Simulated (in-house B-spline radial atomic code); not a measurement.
How numerical settings move a run on neutral zinc, [Ar] 3d10 4s2. Computed with a B-spline radial code for spherical atoms: scalar-relativistic (X2C) BLYP, spin-polarised, spherical fractional occupations, Fermi nucleus of rms radius 3.9283 fm.

Command:
```bash
python run_scf.py task.json out
```
Settings of the sound reference run:
```
Z                30
electrons        30
configuration    [Ar] 3d10 4s2
hamiltonian      x2c
method           b88,lyp
spin_polarised   True
nucleus          fermi
rms_radius       3.9283
mass_number      64
atomic_mass      63.92914
speed_of_light   137.036
knot_spacing     0.22
spline_order     8
gauss_points     12
box_radius       50
max_iterations   70
damping          0.5
damped_steps     3
diis_vectors     10
tolerance        1e-08
start            Thomas-Fermi
```

Cost of the run: 0.46 s on 1 thread of Arm Neoverse N1, with other jobs on the host.

It converges in 10 iterations to -1796.108365 hartree, with 4s up at -5.95893 eV. The other runs change the listed settings, some to values that make no sense; their results aren't properties of the atom or ion. Radii are in bohr (the nuclear one in fm), a minus after a letter asks for a j subshell, and «unchanged» means within 1e-8 hartree. The run stops when the residual is below 10 × tolerance × max(1, Z/10), or a noise floor if that is larger, and the energy moves by less than 1e-8 × √|E| hartree; so very loose and very tight tolerances often act alike.

| changed settings | outcome |
| --- | --- |
| damped_steps = 1 | converged in 9 iterations, energy unchanged, 4s up level +7.9e-06 eV |
| damped_steps = 0 | converged in 9 iterations, energy unchanged, 4s up level +7.3e-06 eV |
| spline_order = 3 | converged in 10 iterations, energy +3.94e-02 hartree from the reference, 4s up level +2.8e-03 eV |
| spline_order = 10 | converged in 10 iterations, energy -1.47e-07 hartree from the reference, 4s up level -9.6e-07 eV |
| spline_order = 7 | converged in 10 iterations, energy -3.33e-07 hartree from the reference, 4s up level -6.8e-07 eV |
| electrons = 31, configuration = [Ar] 3d10 4s2 2f1, max_iterations = 100 | stopped with error: there is no 2f shell |
| spline_order = 10, gauss_points = 3, max_iterations = 100, damping = 0.8, tolerance = 1e-05 | stopped with error: array must not contain infs or NaNs |
| spline_order = 6 | converged in 10 iterations, energy +1.92e-07 hartree from the reference, 4s up level -9.2e-07 eV |
| damping = 0.95 | converged in 11 iterations, energy unchanged, 4s up level +7.5e-06 eV |
| damped_steps = 8 | converged in 14 iterations, energy unchanged, 4s up level -4.4e-06 eV |
| spline_order = 5 | converged in 10 iterations, energy +1.76e-05 hartree from the reference, 4s up level +1.0e-06 eV |
| damping = 0.2 | converged in 12 iterations, energy unchanged, 4s up level +1.2e-05 eV |
| damped_steps = 30 | converged in 34 iterations, energy unchanged, 4s up level +7.1e-06 eV |
| spline_order = 7, box_radius = 3, max_iterations = 5, damping = 0.8 | not converged after 5 iterations, last residual 1.0e-02, last energy +1.02e+00 hartree from the reference |

Problem. What happens with max_iterations = 60, damped_steps = 1, tolerance = 0.001?

Solution. Converged in 8 iterations, energy unchanged, 4s up level -4.9e-05 eV.

Problem. What happens with spline_order = 4?

Solution. Converged in 10 iterations, energy +6.09e-04 hartree from the reference, 4s up level +5.1e-05 eV.

Problem. What happens with gauss_points = 3, max_iterations = 3, damped_steps = 1?

Solution. Not converged after 3 iterations, last residual 4.1e+03, last energy +2.19e+05 hartree from the reference.

Problem. What happens with hamiltonian = dirac, method = tpss,tpss, spin_polarised = False?

Solution. Stopped with error: meta-GGAs are not served with the Dirac Hamiltonian.
